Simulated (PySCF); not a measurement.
PySCF input (TPSSh/def2-TZVPD):

```python
from pyscf import gto, scf, dft

mol = gto.M(
    atom='''
    B    -0.49634865   -0.03266068    0.10490528
    C    -0.83699600    1.36673724    0.33542698
    C    -1.53339238   -1.26072044    0.19477491
    O     0.82042722   -0.51703578   -0.23706640
    C     1.84646061    0.41551190   -0.35747618
    H    -0.14306984    2.20440862    0.27706773
    H    -1.85187282    1.66948912    0.59112618
    H    -2.54252948   -0.92425858    0.45297736
    H    -1.22601331   -1.99879536    0.94894269
    H    -1.59880289   -1.80873672   -0.75570138
    H     1.63619623    1.16341269   -1.13803124
    H     2.01156191    0.97204068    0.57839250
    H     2.77642232   -0.10714306   -0.61912325
    ''',
    basis='def2-tzvpd',
    charge=-1,
    spin=0,
    verbose=4,
)

mf = dft.RKS(mol, xc='tpssh').density_fit(auxbasis='def2-universal-jkfit')
mf.grids.level = 3
mf.conv_tol = 1e-9
mf.max_cycle = 100
mf.max_memory = 1500
mf.kernel()
if not mf.converged:
    mf = mf.newton()
    mf.kernel(mf.make_rdm1())
mf.analyze()
```

Output:

```
PySCF version 2.14.0

[INPUT] verbose = 4
[INPUT] num. atoms = 13
[INPUT] num. electrons = 40
[INPUT] charge = -1
[INPUT] spin (= nelec alpha-beta = 2S) = 0
[INPUT] symmetry False subgroup None
[INPUT] Mole.unit = angstrom
[INPUT] Symbol           X                Y                Z      unit          X                Y                Z       unit  Magmom
[INPUT]  1 B     -0.496348650000  -0.032660680000   0.104905280000 AA   -0.937963010798  -0.061719740242   0.198242248221 Bohr   0.0
[INPUT]  2 C     -0.836996000000   1.366737240000   0.335426980000 AA   -1.581693207356   2.582759067844   0.633865126990 Bohr   0.0
[INPUT]  3 C     -1.533392380000  -1.260720440000   0.194774910000 AA   -2.897691639695  -2.382416351241   0.368071235837 Bohr   0.0
[INPUT]  4 O      0.820427220000  -0.517035780000  -0.237066400000 AA    1.550382750938  -0.977056020801  -0.447990569337 Bohr   0.0
[INPUT]  5 C      1.846460610000   0.415511900000  -0.357476180000 AA    3.489304852697   0.785203692498  -0.675532076256 Bohr   0.0
[INPUT]  6 H     -0.143069840000   2.204408620000   0.277067730000 AA   -0.270362814285   4.165728558430   0.523582127655 Bohr   0.0
[INPUT]  7 H     -1.851872820000   1.669489120000   0.591126180000 AA   -3.499532447326   3.154877204741   1.117066585260 Bohr   0.0
[INPUT]  8 H     -2.542529480000  -0.924258580000   0.452977360000 AA   -4.804684380833  -1.746595584479   0.856003151029 Bohr   0.0
[INPUT]  9 H     -1.226013310000  -1.998795360000   0.948942690000 AA   -2.316829380971  -3.777175809451   1.793241792008 Bohr   0.0
[INPUT] 10 H     -1.598802890000  -1.808736720000  -0.755701380000 AA   -3.021299589263  -3.418017032244  -1.428068640156 Bohr   0.0
[INPUT] 11 H      1.636196230000   1.163412690000  -1.138031240000 AA    3.091962760746   2.198531353944  -2.150567364799 Bohr   0.0
[INPUT] 12 H      2.011561910000   0.972040680000   0.578392500000 AA    3.801301092507   1.836890667136   1.093003417502 Bohr   0.0
[INPUT] 13 H      2.776422320000  -0.107143060000  -0.619123250000 AA    5.246677790930  -0.202471039548  -1.169973379851 Bohr   0.0

nuclear repulsion = 162.605679438784
number of shells = 106
number of NR pGTOs = 351
number of NR cGTOs = 260
basis = def2-tzvpd
ecp = {}

******** <class 'pyscf.df.df_jk.DFRKS'> ********
method = DFRKS
initial guess = minao
damping factor = 0
level_shift factor = 0
DIIS = <class 'pyscf.scf.diis.CDIIS'>
diis_start_cycle = 1
diis_space = 8
diis_damp = 0
SCF conv_tol = 1e-09
SCF conv_tol_grad = None
SCF max_cycles = 100
direct_scf = False
XC library pyscf.dft.libxc version 7.1.2
    S. Lehtola, C. Steigemann, M. J. T. Oliveira, and M. A. L. Marques,  SoftwareX 7, 1–5 (2018)
XC functionals = tpssh
    V. N. Staroverov, G. E. Scuseria, J. Tao, and J. P. Perdew,  J. Chem. Phys. 119, 12129 (2003)
radial grids:
    Treutler-Ahlrichs [JCP 102, 346 (1995); DOI:10.1063/1.469408] (M4) radial grids

becke partition: Becke, JCP 88, 2547 (1988); DOI:10.1063/1.454033
pruning grids: <function nwchem_prune>
grids dens level: 3
symmetrized grids: False
atomic radii adjust function: <function treutler_atomic_radii_adjust>
small_rho_cutoff = 0
Set gradient conv threshold to 3.16228e-05
Initial guess from minao.
tot grids = 148952
[...]
cycle= 12 E= -219.350976255568  delta_E= -1.72e-10  |g|= 2.25e-05  |ddm|= 0.00011
  HOMO = 0.0333304611532377  LUMO = 0.128262124888316  gap/eV = 2.58322
Extra cycle  E= -219.350976255439  delta_E= 1.29e-10  |g|= 3.24e-05  |ddm|= 0.000148
converged SCF energy = -219.350976255439
**** SCF Summaries ****
Total Energy =                        -219.350976255438525
Nuclear Repulsion Energy =             162.605679438784421
One-electron Energy =                 -626.008776097371651
Two-electron Energy =                  244.052120403148706
Two-electron Coulomb Energy =          276.258057600990924
DFT Exchange-Correlation Energy =      -32.205937197842204
HOMO-LUMO gap [eV] =                     2.583222147416041
**** MO energy ****
MO #1   energy= -18.8509626360195  occ= 2
MO #2   energy= -9.98437605997157  occ= 2
MO #3   energy= -9.89692565958407  occ= 2
MO #4   energy= -9.84218731076026  occ= 2
MO #5   energy= -6.45187316302792  occ= 2
MO #6   energy= -0.796016702911583 occ= 2
MO #7   energy= -0.497288847651404 occ= 2
MO #8   energy= -0.471825533249344 occ= 2
MO #9   energy= -0.408935155307397 occ= 2
MO #10  energy= -0.296136663435949 occ= 2
MO #11  energy= -0.253390828704823 occ= 2
MO #12  energy= -0.251771043892379 occ= 2
MO #13  energy= -0.202812036755167 occ= 2
MO #14  energy= -0.193019903133839 occ= 2
MO #15  energy= -0.164539860291116 occ= 2
MO #16  energy= -0.155394586622359 occ= 2
MO #17  energy= -0.111842122128291 occ= 2
MO #18  energy= -0.0872822778991409 occ= 2
MO #19  energy= -0.0786196858433506 occ= 2
MO #20  energy= 0.0333304611532377 occ= 2
MO #21  energy= 0.128262124888316  occ= 0
MO #22  energy= 0.139713145070241  occ= 0
MO #23  energy= 0.163820920704578  occ= 0
MO #24  energy= 0.176886068666096  occ= 0
MO #25  energy= 0.183822502547632  occ= 0
MO #26  energy= 0.19476440914765   occ= 0
MO #27  energy= 0.206038485048553  occ= 0
MO #28  energy= 0.218974102561179  occ= 0
MO #29  energy= 0.234411166975987  occ= 0
MO #30  energy= 0.237778917738956  occ= 0
MO #31  energy= 0.245441870199735  occ= 0
MO #32  energy= 0.255862817695883  occ= 0
MO #33  energy= 0.25743198210027   occ= 0
MO #34  energy= 0.260165649630203  occ= 0
MO #35  energy= 0.26427582319316   occ= 0
MO #36  energy= 0.286848538994319  occ= 0
MO #37  energy= 0.286963489249855  occ= 0
MO #38  energy= 0.297286324364909  occ= 0
MO #39  energy= 0.30817419921256   occ= 0
MO #40  energy= 0.328589632656986  occ= 0
MO #41  energy= 0.340316565633438  occ= 0
MO #42  energy= 0.344223995637056  occ= 0
MO #43  energy= 0.345344479135432  occ= 0
MO #44  energy= 0.357985602280276  occ= 0
MO #45  energy= 0.367279274920303  occ= 0
MO #46  energy= 0.37313082043424   occ= 0
MO #47  energy= 0.384213296709528  occ= 0
MO #48  energy= 0.387217193518179  occ= 0
MO #49  energy= 0.40055037670155   occ= 0
MO #50  energy= 0.404606353281296  occ= 0
MO #51  energy= 0.412723977754551  occ= 0
MO #52  energy= 0.414004401317905  occ= 0
MO #53  energy= 0.42107304761243   occ= 0
MO #54  energy= 0.429584528465824  occ= 0
MO #55  energy= 0.433011583747396  occ= 0
MO #56  energy= 0.435922881071009  occ= 0
MO #57  energy= 0.44549656008942   occ= 0
MO #58  energy= 0.452671846793688  occ= 0
MO #59  energy= 0.454509923105553  occ= 0
MO #60  energy= 0.459434467054446  occ= 0
MO #61  energy= 0.462826061742312  occ= 0
MO #62  energy= 0.473515990873018  occ= 0
MO #63  energy= 0.476684494101476  occ= 0
MO #64  energy= 0.480624281462626  occ= 0
MO #65  energy= 0.490386417068686  occ= 0
MO #66  energy= 0.497320013352695  occ= 0
MO #67  energy= 0.514108989094268  occ= 0
MO #68  energy= 0.519541144019588  occ= 0
MO #69  energy= 0.521120057101619  occ= 0
MO #70  energy= 0.528882374993711  occ= 0
MO #71  energy= 0.530250739794181  occ= 0
MO #72  energy= 0.543064446453224  occ= 0
MO #73  energy= 0.558942574626274  occ= 0
MO #74  energy= 0.559762631269854  occ= 0
MO #75  energy= 0.576508433136777  occ= 0
MO #76  energy= 0.585592456038322  occ= 0
MO #77  energy= 0.597258024357084  occ= 0
MO #78  energy= 0.600527641916579  occ= 0
MO #79  energy= 0.601717959877924  occ= 0
MO #80  energy= 0.61066218929461   occ= 0
MO #81  energy= 0.613391350649888  occ= 0
MO #82  energy= 0.620339028651975  occ= 0
MO #83  energy= 0.626080794210889  occ= 0
MO #84  energy= 0.637973229219348  occ= 0
MO #85  energy= 0.649476752485898  occ= 0
MO #86  energy= 0.662106366617029  occ= 0
MO #87  energy= 0.677111582424134  occ= 0
MO #88  energy= 0.68986482907247   occ= 0
MO #89  energy= 0.697409722809253  occ= 0
MO #90  energy= 0.703427964005384  occ= 0
MO #91  energy= 0.715171276535656  occ= 0
MO #92  energy= 0.723108801665073  occ= 0
MO #93  energy= 0.746726539632616  occ= 0
MO #94  energy= 0.763235343331985  occ= 0
MO #95  energy= 0.773792393027318  occ= 0
MO #96  energy= 0.787318193802858  occ= 0
MO #97  energy= 0.798896360467552  occ= 0
MO #98  energy= 0.806446518394159  occ= 0
MO #99  energy= 0.821979638369184  occ= 0
MO #100 energy= 0.839304927622366  occ= 0
MO #101 energy= 0.842162402201551  occ= 0
MO #102 energy= 0.850140533243672  occ= 0
MO #103 energy= 0.861307795573792  occ= 0
MO #104 energy= 0.863849725984065  occ= 0
MO #105 energy= 0.870962047736325  occ= 0
MO #106 energy= 0.905046036184404  occ= 0
MO #107 energy= 0.910166305282037  occ= 0
[...]
```

It need not be the lowest isomer of its formula. Whether it binds its extra electron was not tested at this geometry.
